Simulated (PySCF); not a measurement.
The numbers are results of PySCF with PBE-D3(BJ)/def2-TZVP // B3LYP-D3(BJ)/def2-TZVP, not measurements. Gas-phase values, no solvent. One relaxed conformer stands for a flexible species; it need not be the lowest. Excitations are Tamm–Dancoff values on a coarser integration grid. The basis has no diffuse functions, so Rydberg states are missing or too high.

Reference species (SMILES): `O[SiH]=[SiH2]` (H–O–Si–Si torsion 31°) (neutral, multiplicity 1).

```
Quantity                   Value
----------------------  --------
S1 excitation (TDA)      3.87 eV
HOMO                    -5.21 eV
S1 oscillator strength     0.010
S1–T1 gap (TDA)          2.20 eV
```

Changed species: `O1[SiH2][SiH2]1`.

Problem. Predict the effect on the S1 excitation (TDA), HOMO, S1 oscillator strength and S1–T1 gap (TDA).

Solution. the S1 excitation (TDA) goes up by 0.20 eV, to 4.07 eV; the HOMO falls by 0.04 eV, to -5.25 eV; the S1 oscillator strength stays essentially unchanged; the S1–T1 gap (TDA) rises by 1.25 eV, to 3.45 eV.
